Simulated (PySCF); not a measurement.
silanone cation (H2OSi), SMILES O=[SiH2] (connectivity only; charge and spin as stated), charge +1, multiplicity 2.

Geometry: r2SCAN-D4/def2-TZVP. The spin state was assumed, not searched.

The numbers are results of M06-2X/def2-TZVPD (PySCF), not measurements.

Gas-phase values at a fixed geometry.

- total energy: -365.50697 hartree
- point group: C2v
- α spin, highest occupied and lowest empty level: -19.17 and -8.57 eV
- β spin, highest occupied and lowest empty level: -19.16 and -10.85 eV
- dipole moment about the centre of nuclear charge: 3.62 D
- mean static polarisability: 22.2 bohr³ (3.29 Å³)
- polarisability, principal values: 17.6, 22.7, 26.4 bohr³
- ⟨S²⟩: 0.757 (pure state 0.75)
